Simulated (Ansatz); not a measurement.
A nudged elastic band was laid between two geometries of Cl + H6W (8 atoms, charge 0, multiplicity 2).

These are results of UHF/def2-SVP (Ansatz 0.2.0), not measurements.

* movable images: 5
* climbing image: yes
* spring: 5.0 eV/Å²
* optimiser: quadratic models (default)
* start path: through a guess of the saddle point
* force threshold: 0.05 eV/Å
* iteration limit: 60
* end points: relaxed

Image 0:

```xyz
8
Properties=species:S:1:pos:R:3
W 0.000 0.000 -0.547
H 0.000 0.000 1.139
H 1.422 0.000 0.328
H 0.000 1.422 0.328
H -1.422 0.000 0.328
H 0.000 -1.422 0.328
H 0.000 0.000 -2.423
Cl 0.000 0.000 4.408
```

Image 6:

```xyz
8
Properties=species:S:1:pos:R:3
W 0.000 0.000 -0.939
H 0.000 0.000 3.383
H 1.484 0.000 -0.133
H 0.000 1.484 -0.133
H -1.484 0.000 -0.133
H 0.000 -1.484 -0.133
H 0.000 0.000 -2.678
Cl 0.000 0.000 4.655
```

What changes between the two ends?

Bonds broken: W1–H2. Bonds formed: H2–Cl8. Cl + H6W becomes ClH + H5W.

What energy profile does the band end with?

The run converged. The highest image is number 1 of 0 to 6, 0.287 eV above the first end and 3.296 eV above the last; the last end lies 3.009 eV below the first. Neighbouring images differ by up to 2.3 eV, so the band resolves the path poorly. A vibrational analysis at the climbing image gives 3 clearly imaginary modes (269i, 268i, 56i cm⁻¹): a point of higher order, so a lower path passes nearby.

```
image  path coordinate (Å)  energy (eV)  W1–H2 (Å)  H2–Cl8 (Å)
    0                 0.00        0.000       1.69        3.27
    1                 1.14        0.287       2.53        3.32
    2                 1.57        0.235       2.90        2.71
    3                 2.01       -0.110       3.22        2.09
    4                 2.45       -2.455       3.53        1.48
    5                 2.88       -3.008       3.97        1.27
    6                 3.31       -3.009       4.32        1.27
```

What is the geometry of the highest image?


```xyz
8
Properties=species:S:1:pos:R:3:forces:R:3
W 0.000 0.000 -0.733 0.00 0.00 -0.01
H 0.000 0.000 1.792 0.00 0.00 -0.03
H 1.499 0.000 0.050 0.00 0.00 0.01
H 0.000 1.499 0.050 0.00 0.00 0.01
H -1.499 0.000 0.050 0.00 0.00 0.01
H 0.000 -1.499 0.050 0.00 0.00 0.01
H 0.000 0.000 -2.478 0.00 0.00 0.00
Cl 0.000 0.000 5.110 0.00 0.00 0.02
```

The band took 60 iterations and roughly 13 core-minutes.

The run took 13 min on 1 thread of Arm Neoverse V2 (shared host), peak memory 0.23 GiB.
